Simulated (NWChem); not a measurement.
C$_{5}$H$_{5}$N; SMILES C=C=C(C)C#N

Computed with NWChem. Pople sets run with spherical d functions. Structure relaxed at the PBE0/def2-SVP level. Level: B3LYP/6-31G* with COSMO at NWChem's default radii, gas-phase geometry; rows give the dielectric constant.

| dielectric constant | electrostatic solvation energy (kcal/mol) | dipole in solution (D) |
|---|---|---|
| 2.0 | -2.8 | 4.78 |
| 2.4 | -3.3 | 4.89 |
| 25.0 | -6.0 | 5.48 |
| 46.7 | -6.1 | 5.51 |
| 78.4 | -6.2 | 5.53 |
